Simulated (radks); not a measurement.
Results of a calculation; reference values are marked as such.
W41+, configuration [Ar] 3d10 4s2 4p3. Code: a radial shooting solver on a logarithmic mesh with Libxc functionals. Model: non-relativistic Kohn-Sham, LDA (Slater exchange, Perdew-Wang correlation), spin-unpolarised, spherical densities, point nucleus; relativity is left out, which matters for an element this heavy. Some entries of the table are withheld. Estimate them.

orbital  occ.  eigenvalue (eV)  <r^2> (bohr^2)  <r> (bohr)
1s          2        -65618.95       0.0005606     0.02048
2s          2        -12370.62        0.008748     0.08641
2p          6        -11945.18        0.006464     0.07307
3s          2        -4201.198         0.05303      0.2160
3p          6        -4008.184         0.04880      0.2057
3d         10              (1)         0.03756      0.1798
4s          2        -2032.055          0.2023      0.4247
4p          3        -1948.150          0.1999         (2)

Answer. 
(1) 3d eigenvalue (eV): -3653.684
(2) 4p <r> (bohr): 0.4207
